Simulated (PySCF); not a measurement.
Computed IR spectrum (relative IR intensity) of a molecule C4H6ClF. Geometry optimised at r2SCAN-D4/def2-SVP. The values are those of a single conformer. All values below come from r2SCAN-D4/def2-SVP run with PySCF. Frequencies are harmonic and unscaled.

Lines under 2 % of the strongest are left out, and lines within 2 cm⁻¹ are merged.

ν (cm⁻¹): 597 (vw), 656 (w), 808 (w), 902 (w), 905 (w), 945 (m), 1163 (w), 1184 (vs), 1231 (vw), 1274 (vw), 1313 (m), 1383 (vw), 1428 (w), 1457 (w), 1753 (m), 3008 (w), 3054 (vw), 3083 (w), 3157 (vw), 3170 (vw), 3205 (vw) (against the strongest line: vs over 80 %, s over 45 %, m over 15 %, w over 4 %, vw less)

Task: Which molecule gave these data?
(A) C[C@@H](F)/C=C\Cl
(B) F/C=C/CCCl
(C) CC/C(F)=C/Cl
(D) F[C@H](Cl)C1CC1

Result: B, F/C=C/CCCl
